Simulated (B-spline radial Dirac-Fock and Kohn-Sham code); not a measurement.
## The L3 (2p3/2) hole of sulfur ions: width and yield against charge

Level of theory: a relativistic independent-particle model: LDA orbitals of the hole state, radiative multipoles to third order, Auger rates from the Coulomb interaction with a continuum orbital, Dirac-Fock energies; an atomic code on a B-spline grid. Tabulated ground configurations, configuration averages; single configurations, so decays that open only by mixing (as 1s 2s² with 1s 2p² in Be-like ions) are missing and such tiny yields are far too low.

| ion | configuration | radiative (eV) | non-radiative (eV) | yield |
| --- | --- | --- | --- | --- |
| S⁺ | [Ne] 3s2 3p3 | 1.29e-05 | 0.0515 | 0.000251 |
| S²⁺ | [Ne] 3s2 3p2 | 1.44e-05 | 0.0301 | 0.000477 |
| S³⁺ | [Ne] 3s2 3p1 | 1.60e-05 | 0.0116 | 0.00138 |
| S⁴⁺ | [Ne] 3s2 | 1.79e-05 | 0.00244 | 0.00729 |
| S⁵⁺ | [Ne] 3s1 | 9.69e-06 | 0 | 1.00 |

Values without a named source are computed, but for edge energies of neutral atoms, which are taken from tables.
